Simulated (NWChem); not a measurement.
Species: Si2NH6OCl; SMILES N[Si@@H](O)[SiH2]Cl

```xyz
11

N     -0.6245     1.8202     1.2797
Si    -0.0797     1.3414    -0.2824
O      1.5678     1.2001    -0.5374
Si    -0.8900    -0.8332    -0.6354
Cl     0.4772    -1.9851     0.4782
H     -0.5138     2.7802     1.5892
H     -0.5644     1.1795     2.0638
H     -0.5321     2.3729    -1.2505
H      1.9591     0.3961    -0.1756
H     -2.2547    -1.1408    -0.1156
H     -0.8017    -1.2996    -2.0508
```
Atoms are numbered in this order, from 1.

All runs: NWChem. The geometry was optimised at PBE0/def2-SVP. Total energies of different functionals are on different scales.

```json
[
 {"level": "PBE/def2-TZVP", "energy (Ha)": "-1172.3490", "highest occupied level (eV)": "-6.40", "orbital gap (eV)": "4.78", "dipole (D)": "1.54"},
 {"level": "B3LYP/def2-TZVP", "energy (Ha)": "-1173.0496", "highest occupied level (eV)": "(withheld)", "orbital gap (eV)": "(withheld)", "dipole (D)": "1.54"},
 {"level": "TPSSh/def2-TZVP", "energy (Ha)": "-1173.0418", "highest occupied level (eV)": "-7.04", "orbital gap (eV)": "5.95", "dipole (D)": "1.53"},
 {"level": "CAM-B3LYP/def2-TZVP", "energy (Ha)": "-1172.9686", "highest occupied level (eV)": "-9.12", "orbital gap (eV)": "9.38", "dipole (D)": "1.55"},
 {"level": "PBE0/def2-TZVP", "energy (Ha)": "-1172.4491", "highest occupied level (eV)": "-7.76", "orbital gap (eV)": "6.98", "dipole (D)": "1.54"}
]
```

**Question.** What belongs in the gaps?

**Answer.** 
- B3LYP/def2-TZVP, highest occupied level (eV): -7.55
- B3LYP/def2-TZVP, orbital gap (eV): 6.58
